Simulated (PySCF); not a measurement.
## TDDFT excited states: CH3F3Zr

Compound: ZrMeF3, CH₃F₃Zr (singlet state).
Z-matrix (Å and degrees, PBE0-D3(BJ)/def2-SVP geometry), rows numbered from 1:
```
Zr
C   1  2.1958
H   2  1.1046  1  110.41
H   2  1.1043  1  111.26  3  -119.85
H   2  1.1043  1  111.09  3   119.72
F   1  1.9012  2  105.71  3   178.06
F   1  1.9006  2  105.46  3    58.00
F   1  1.9007  2  105.42  3   -61.82
```

Method used: TDDFT wB97X-D/def2-SVPD, vertical, gas phase, core orbitals frozen in the response, def2 core potentials past Kr (PySCF). Spin–orbit coupling is left out.

```json
{"state": "S1", "E (eV)": "5.38", "λ (nm)": "230.4", "f": "0.0036", "|μ| (D)": "0.42", "main configurations (H = HOMO, L = LUMO)": "H→L/L+1 (99%)"}
{"state": "S2", "E (eV)": "5.39", "λ (nm)": "230.2", "f": "0.0035", "|μ| (D)": "0.42", "main configurations (H = HOMO, L = LUMO)": "H→L/L+1 (99%)"}
{"state": "S3", "E (eV)": "7.00", "λ (nm)": "177.2", "f": "0.0060", "|μ| (D)": "0.48", "main configurations (H = HOMO, L = LUMO)": "H→L+4 (37%), H→L+6 (36%), H→L+5 (17%)"}
{"state": "S4", "E (eV)": "7.00", "λ (nm)": "177.1", "f": "0.0060", "|μ| (D)": "0.47", "main configurations (H = HOMO, L = LUMO)": "H→L+5 (36%), H→L+7 (35%), H→L+4 (17%)"}
{"state": "S5", "E (eV)": "7.03", "λ (nm)": "176.3", "f": "0.0045", "|μ| (D)": "0.41", "main configurations (H = HOMO, L = LUMO)": "H→L+2 (59%), H→L+3 (33%)"}
{"state": "S6", "E (eV)": "7.88", "λ (nm)": "157.3", "f": "0.349", "|μ| (D)": "3.42", "main configurations (H = HOMO, L = LUMO)": "H→L+3 (36%), H→L+2 (28%), H→L+8 (27%)"}
{"state": "S7", "E (eV)": "8.73", "λ (nm)": "142.0", "f": "0.021", "|μ| (D)": "0.80", "main configurations (H = HOMO, L = LUMO)": "H→L+8 (62%), H→L+3 (21%)"}
{"state": "S8", "E (eV)": "8.80", "λ (nm)": "140.9", "f": "0.0000", "|μ| (D)": "0.01", "main configurations (H = HOMO, L = LUMO)": "H→L+5 (42%), H→L+6 (32%), H→L+7 (19%)"}
{"state": "S9", "E (eV)": "8.80", "λ (nm)": "140.8", "f": "0.0000", "|μ| (D)": "0.01", "main configurations (H = HOMO, L = LUMO)": "H→L+4 (41%), H→L+7 (33%), H→L+6 (19%)"}
```

Triplets, Tamm–Dancoff:

```tsv
state	E (eV)	λ (nm)	main configurations (H = HOMO, L = LUMO)
T1	4.98	249.2	H→L/L+1 (99%)
T2	4.98	248.9	H→L/L+1 (99%)
T3	6.42	193.0	H→L+3 (71%), H→L+8 (24%)
```

The lowest singlet level (S1/S2) lies at 5.38 eV (230 nm, ultraviolet) and is weak. The strongest level in the table is S6 at 7.88 eV (157 nm, f = 0.349). S1/S2, S3/S4 and S8/S9 lie within about 0.01 eV of each other in each set. For S1 the Löwdin share of zirconium is 25% in HOMO and 72% in LUMO+1. Of the 9 states listed, 2 reach f = 0.01 and 2 stay under 0.0005. Weighted by f, the mean energy of these states is 7.84 eV. All these states lie below the vertical ionisation energy of 10.76 eV (ΔSCF). Orbitals of the list HOMO-3 to LUMO+2 that lie within 0.01 eV of each other are written together with a slash and their weights summed (≥ marks a lower bound); for degenerate orbitals outside that list single weights are arbitrary. Only the lowest 10 singlets were computed, as vertical energies without vibronic structure. The highest level found (8.93 eV, f 0.0001 so far) is left out, since the window may have cut off a degenerate partner.
